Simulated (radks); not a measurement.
Values are calculated unless marked as measured or tabulated.
Q: Au3+, configuration [Xe] 4f14 5d8. Level of theory: scalar-relativistic Kohn-Sham, SCAN, spin-polarised, spherical densities, finite nucleus; open shells are filled with parallel spins first (spin-orbit coupling, left out, can overturn this in heavy ions); meta-GGA in the generalised Kohn-Sham scheme; Fermi nuclear charge, rms radius 5.4371 fm (a radial shooting solver on a logarithmic mesh with Libxc functionals). Some entries of the table are withheld. Estimate them.

orbital  occ.  eigenvalue (eV)  <1/r> (bohr^-1)  <r^2> (bohr^2)
1s up       1        -80877.13            95.71       0.0003934
1s down     1        -80877.12            95.71       0.0003934
2s up       1        -14328.97            22.47        0.005991
2s down     1        -14328.85            22.47        0.005991
2p up       3        -12390.83            19.98        0.005046
2p down     3        -12390.71            19.98        0.005046
3s up       1        -3422.735            8.335         0.03859
3s down     1        -3422.683            8.335         0.03859
3p up       3        -2857.308            7.597         0.03971
3p down     3        -2857.242            7.597         0.03971
3d up       5        -2251.598            7.141         0.03296
3d down     5        -2251.480            7.141         0.03296
4s up       1        -777.9575            3.564          0.1867
4s down     1        -777.7289            3.564          0.1867
4p up       3        -591.6952            3.222          0.2132
4p down     3        -591.4882            3.222          0.2131
4d up       5        -367.1062            2.887          0.2427
4d down     5        -366.8747            2.887          0.2425
5s up       1        -147.6463            1.453          0.9662
5s down     1        -145.9111            1.462          0.9576
4f up       7              (1)            2.462          0.3016
4f down     7              (2)            2.464          0.3001
5p up       3              (3)            1.243           1.277
5p down     3              (4)            1.249           1.270
5d up       5         -41.7011           0.9128           2.336
5d down     3         -39.8062           0.9077           2.380

A: 
(1) 4f up eigenvalue (eV): -118.8046
(2) 4f down eigenvalue (eV): -118.5094
(3) 5p up eigenvalue (eV): -98.2469
(4) 5p down eigenvalue (eV): -96.2073
